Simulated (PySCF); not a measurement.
F₃Ga, SMILES [F][Ga-]([F])[F], charge -1, multiplicity 2.

Geometry: PBE0-D3(BJ)/def2-SVPD.

These are PBE0-D3(BJ)/def2-SVPD (PySCF 2.14.0) values and carry that method's errors.

Frequencies are harmonic and unscaled.

Modes within 1.5 cm⁻¹ of each other (mostly degenerate sets) share a row, with their intensities summed.

Computed vibrational spectrum:
| mode | ν (cm⁻¹) | IR (km/mol) | moving atoms (share of kinetic energy) |
|---|---|---|---|
| 1–2 | 169 | 14.6 | F 89 %, Ga 11 % |
| 3 | 220 | 39.9 | F 67 %, Ga 33 % |
| 4 | 539 | 69.8 | F 88 %, Ga 12 % |
| 5–6 | 556 | 271.7 | F 73 %, Ga 27 % |
